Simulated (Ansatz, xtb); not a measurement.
C5H5FOS: which of two isomers lies lower

Structure a is `COc1csc(F)c1`, a singlet and structure b is `COc1cc(F)cs1`, a singlet. Both are isolated molecules in the gas phase, relaxed with PBE0-D3(BJ)/def2-SVP, each in the lowest conformer that the search found.

Quicker runs give these differences E(b) − E(a): GFN2-xTB −6.91 kJ/mol; HF/STO-3G −4.14 kJ/mol (at GFN2-xTB geometries); r2SCAN-D4/def2-SVP −6.92 kJ/mol (at GFN2-xTB geometries).

Question: Estimate E(b) − E(a) at the level CCSD(T)/def2-SVP + ΔMP2/def2-TZVPP.

Answer: Calculated at CCSD(T)/def2-SVP + ΔMP2/def2-TZVPP: E(b) − E(a) = −5.24 kJ/mol, so structure b lies lower.

The same difference at several levels:

| level | geometry | E(b) − E(a) (kJ/mol) | departure from the last row (kJ/mol) | job, with rough time for the two |
| --- | --- | --- | --- | --- |
| GFN2-xTB | GFN2-xTB | −6.91 | −1.67 | optimisation, 0.14 s |
| HF/STO-3G | GFN2-xTB | −4.14 | +1.10 | single point, 0.64 s |
| r2SCAN-D4/def2-SVP | GFN2-xTB | −6.92 | −1.68 | single point, 7.2 s |
| PBE0-D3(BJ)/def2-SVP | PBE0-D3(BJ)/def2-SVP | −6.97 | −1.73 | optimisation, 42 s |
| HF/def2-SVP | PBE0-D3(BJ)/def2-SVP | −9.60 | −4.37 | part of the CCSD(T) run |
| MP2/def2-SVP | PBE0-D3(BJ)/def2-SVP | −7.07 | −1.83 | part of the CCSD(T) run |
| CCSD(T)/def2-SVP | PBE0-D3(BJ)/def2-SVP | −6.45 | −1.21 | single point |
| CCSD(T)/def2-SVP + ΔMP2/def2-TZVPP | PBE0-D3(BJ)/def2-SVP | −5.24 |  | single point, 2.7 min |

As drawn, both hold the same kinds of bond in the same numbers.

The levels shown agree on the order. The largest departure from CCSD(T)/def2-SVP + ΔMP2/def2-TZVPP is that of HF/def2-SVP, 4.37 kJ/mol. The last row adds to CCSD(T) the change of the MP2 difference between the two basis sets, here +1.21 kJ/mol.

With thermal terms from frequencies at re-optimised GFN2-xTB minima (ideal gas, soft modes damped towards free rotors, one conformer each, 298.15 K, 1 atm): the zero-point term adds −0.42 kJ/mol; ΔH is −5.48 and ΔG −6.21 kJ/mol.

The correlated steps freeze 12 core orbitals. Codes used: Ansatz 0.2.0, xtb 6.7.1; the last row on 2 threads of Arm Neoverse V1 on a shared host.
